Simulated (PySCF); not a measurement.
In2(mu-NH2)2(Me)4, C₄H₁₆In₂N₂, singlet, GFN2-xTB optimised geometry.

```
24

In    -1.04     1.91     2.18
In     0.03    -0.38     0.00
N     -0.53    -0.28     2.18
H     -1.31    -0.89     2.43
H      0.23    -0.53     2.81
C      0.72     2.85     3.15
H      0.74     3.92     2.96
H      1.62     2.39     2.73
H      0.70     2.68     4.22
C     -3.25     1.96     2.15
H     -3.61     2.94     1.84
H     -3.66     1.73     3.13
H     -3.60     1.21     1.43
N     -0.49     1.82     0.00
H     -1.25     2.06    -0.63
H      0.29     2.42    -0.26
C      2.24    -0.38     0.00
H      2.62    -0.14    -0.99
H      2.63    -1.35     0.30
H      2.58     0.38     0.71
C     -1.73    -1.35    -0.93
H     -1.73    -1.21    -2.00
H     -2.63    -0.90    -0.51
H     -1.73    -2.42    -0.71
```

Density from PBE0/def2-SVP, def2 effective core potentials past Kr run with PySCF at that geometry. The core electrons that the potentials of In replace are not part of the density.

Minimum of the electron density along straight lines between bonded atoms, close to the bond critical point (lines longer than 1.1 times the sum of covalent radii, or with two minima, are not listed):

```tsv
bond	length / Å	ρ at the minimum / e bohr⁻³	∇²ρ there / e bohr⁻⁵	position (fraction from the first atom)
In1–N3	2.254	0.067	0.27	0.50
In2–N3	2.254	0.067	0.27	0.50
N3–H4	1.018	0.326	-1.48	0.76
N3–H5	1.018	0.326	-1.48	0.76
In1–C6	2.214	0.087	0.16	0.51
C6–H7	1.088	0.270	-0.96	0.62
C6–H8	1.089	0.270	-0.95	0.62
C6–H9	1.088	0.270	-0.96	0.62
In1–C10	2.214	0.087	0.16	0.51
C10–H11	1.088	0.270	-0.96	0.62
C10–H12	1.088	0.270	-0.96	0.62
C10–H13	1.089	0.270	-0.95	0.62
In1–N14	2.254	0.067	0.27	0.50
In2–N14	2.254	0.067	0.27	0.50
N14–H15	1.018	0.326	-1.48	0.76
N14–H16	1.018	0.326	-1.48	0.76
In2–C17	2.214	0.087	0.16	0.51
C17–H18	1.088	0.270	-0.96	0.62
C17–H19	1.088	0.270	-0.96	0.62
C17–H20	1.089	0.270	-0.95	0.62
In2–C21	2.214	0.087	0.16	0.51
C21–H22	1.088	0.270	-0.96	0.62
C21–H23	1.089	0.270	-0.95	0.62
C21–H24	1.089	0.270	-0.96	0.62
```
